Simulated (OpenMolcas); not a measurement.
An atom or ion with 65 electrons was computed by SS-RASPT2, IPEA 0.25 Eh, imaginary shift 0.1 Eh with spin-orbit coupling (OpenMolcas, ANO-RCC-VTZP, DKH2). The lowest levels that the run gave, each within 12 % of the measured value where one is at hand:

| J | Parity | E (cm-1) | g |
| --- | --- | --- | --- |
| 15/2 | odd | 0.0 | 1.197 |
| 13/2 | odd | 6620 | 1.107 |
| 11/2 | odd | 10300 | 0.988 |
| 9/2 | odd | 12550 | 0.873 |
| 9/2 | odd | 15970 | 1.157 |
| 3/2 | odd | 19590 | 1.722 |
| 11/2 | odd | 20100 | 1.112 |
| 7/2 | odd | 21480 | 1.210 |
| 5/2 | odd | 23350 | 1.049 |
| 3/2 | odd | 23640 | 0.727 |
| 9/2 | odd | 25150 | 1.058 |
| 11/2 | odd | 28290 | 1.223 |

Question: Which ion is it, and what are the configurations and terms?

Answer: Er3+ (Z = 68, charge +3; active space 11 electrons in 12 orbitals (RAS2 4f; RAS3 5d, at most 1 electron)). J, parity and g give the terms where levels are pure, and mixed ones are named by the computed weights; the size of the splittings, set against known spectra of the 65-electron sequence, gives the charge. In order, with the measured energies in cm-1 (the list in Tchang-Brillet, Wyart, Meftah and Ait Mammar, Atoms 6, 52 (2018)): 4f11 4I* 15/2, 4f11 4I* 13/2 (6508), 4f11 4I* 11/2 (10172), 4f11 4I* 9/2 [56 %] (12469), 4f11 4F* 9/2 [60 %] (15405), 4f11 4S* 3/2 [71 %], 4f11 2H* 11/2(1) [60 %] (19332), 4f11 4F* 7/2, 4f11 4F* 5/2, 4f11 4F* 3/2 [64 %], 4f11 2G* 9/2 [31 %], 4f11 4G* 11/2 [74 %] (26708).

Term energies are means over components that CASPT2 splits; among the terms shown or strongly mixed into the levels shown the widest spread is 120 cm-1 (4f11 4I*). Each CASPT2 term energy is a mean over a sample of three components. High states are left out of the spin-orbit mixing, which shifts the levels that they would mix with. Computed and measured levels are paired by configuration, term and J; levels that our copy of the source lacks, or whose pairing is in doubt (as where it misses far off the trend of its configuration), stay unpaired and out of the deviations. Only configurations of the active space appear.

A share in square brackets marks a mixed level and gives the weight of the term that names it. A number in round brackets counts repeated terms of one configuration in the order of the reference energies. * marks odd parity.
